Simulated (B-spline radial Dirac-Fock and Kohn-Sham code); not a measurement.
Compton profile of Rb³⁵⁺

System: the Rb³⁵⁺ ion, 1s2.

The run's input, task.json:

```json
{"items": [{
  "Z": 37,
  "q": 35,
  "cfg": [[1, 0, 2]],
  "A": 85,
  "rrms": 4.2036,
  "do": ["scatter"],
  "s": [0.0, 0.05, 0.1, 0.15, 0.2, 0.25, 0.3, 0.35, 0.4, 0.45, 0.5, 0.6, 0.7, 0.8, 0.9, 1.0, 1.1, 1.2, 1.4, 1.6, 1.8, 2.0, 2.5, 3.0, 3.5, 4.0, 5.0, 6.0],
  "pz": [0, 0.1, 0.14, 0.19, 0.25, 0.35, 0.47, 0.65, 0.88, 1.2, 1.6, 2.2, 3.1, 4.2, 5.7, 7.8, 11.0, 15.0, 20.0, 27.0, 37.0],
  "hv_scatter": [1000, 2000, 8047.8, 10000, 50000, 200000, 500000, 1000000]
}]}
```

Run with: `python xray_run.py task.json out`

The computed values come from a radial finite-basis atomic code: the impulse approximation on Dirac-Fock densities. pz is in atomic units of momentum; subshell profiles are per electron, for a selection of subshells; open shells are spread over both j values by their weights.

```tsv
pz	J total	J 1s1/2
0	0.04501	0.0225
1.2	0.04487	0.0224
1.6	0.04476	0.0224
2.2	0.04454	0.0223
3.1	0.04408	0.0220
4.2	0.04333	0.0217
5.7	0.04199	0.0210
7.8	0.03958	0.0198
11	0.03505	0.0175
15	0.02874	0.0144
20	0.02118	0.0106
27	0.01289	0.00644
37	0.005974	0.00299
```

J(0) = 0.04501. The 1s1/2 subshell gives the largest part, 100 %.

Mean momentum ⟨p⟩ by subshell (a.u.): 1s1/2 32.6.
